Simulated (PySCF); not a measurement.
CH₆NOPSi.
Numbering: `[CH2:1]=[N:2][Si@@H:3]([OH:4])[PH2:5]` (hydrogens: H6, H7 on C1; H8 on Si3; H9 on O4; H10, H11 on P5)

Computed by this run: PBE0-D3(BJ)/def2-SVP geometry optimisation, gas phase (PySCF); density fitting, grid level 1; the optimiser is geomeTRIC in internal coordinates, started from a GFN2-xTB structure with every atom displaced at random (about 0.01 Å).

Step 2: E = -21818.2182 eV
```
atom  x, y, z in Å  |  force x, y, z in eV/Å
C1     -1.4661   -1.1528    0.6333    0.142  -0.155  -0.251
N2     -0.7831   -0.0963    0.6894   -0.086   0.042   0.249
Si3     0.1815    0.7234   -0.5161    0.044   0.125  -0.012
O4      0.1908    2.3368   -0.0918   -0.180  -0.258  -0.058
P5      2.3092    0.0017   -0.4717    0.032   0.005  -0.001
H6     -1.9964   -1.5528    1.5193    0.002   0.122   0.038
H7     -1.5681   -1.7809   -0.2791   -0.064   0.001  -0.017
H8     -0.3652    0.5281   -1.8989   -0.007  -0.020   0.021
H9     -0.6392    2.5812    0.3365    0.132   0.116   0.028
H10     2.2534   -0.2941    0.9253   -0.002   0.011  -0.004
H11     1.9216   -1.3195   -0.8618   -0.012   0.010   0.005
```

Step 3: E = -21818.2261 eV
```
atom  x, y, z in Å  |  force x, y, z in eV/Å
C1     -1.4566   -1.1798    0.6040   -0.090   0.099   0.249
N2     -0.7790   -0.1225    0.7102    0.016   0.079  -0.081
Si3     0.1659    0.7059   -0.5062    0.109   0.203   0.023
O4      0.1940    2.3229   -0.1110   -0.041  -0.166  -0.080
P5      2.3011    0.0120   -0.4793    0.043   0.105  -0.078
H6     -2.0095   -1.5367    1.4932   -0.050  -0.217  -0.084
H7     -1.5651   -1.8001   -0.3133    0.028   0.066  -0.005
H8     -0.4018    0.4754   -1.8738   -0.004   0.015  -0.006
H9     -0.5727    2.6492    0.3698   -0.012  -0.019   0.021
H10     2.2713   -0.2452    0.9236   -0.017  -0.023   0.045
H11     1.8909   -1.3064   -0.8328    0.016  -0.143  -0.004
```

Q: Estimate the geometry and energy of step 4. (The exact step hangs on the optimiser's Hessian estimate; all steps are aligned on step 3, rigid shifts and turns removed.)

A: E = -21818.2380 eV, largest force 0.183 eV/Å
```
atom  x, y, z in Å  |  force x, y, z in eV/Å
C1     -1.4605   -1.1691    0.6137   -0.081   0.061  -0.149
N2     -0.7732   -0.1186    0.7317   -0.003  -0.032   0.180
Si3     0.1656    0.6988   -0.4996    0.027   0.105  -0.004
O4      0.1870    2.3169   -0.1273    0.012  -0.047  -0.055
P5      2.3061    0.0121   -0.4888   -0.012   0.035  -0.034
H6     -2.0114   -1.5904    1.4760    0.049   0.004   0.040
H7     -1.5898   -1.7340   -0.3356    0.016  -0.026  -0.007
H8     -0.4177    0.4516   -1.8575    0.005  -0.003  -0.021
H9     -0.5673    2.6522    0.3656   -0.025  -0.030   0.026
H10     2.2897   -0.2230    0.9197   -0.003  -0.011   0.020
H11     1.9097   -1.3218   -0.8135    0.016  -0.057   0.005
```

The energy changes by -0.0119 eV. The first-order estimate −F·Δx gives -0.0226 eV and the mean of the old and new forces, exact on a quadratic surface, -0.0119 eV. The step makes an angle of 68° with the force vector and moves no atom by more than 0.074 Å.

The cost below is that of the whole optimisation. The run took 1.8 min of wall time on an Arm Neoverse V1 with one thread (shared host), and the process peaked at 0.45 GiB of memory.
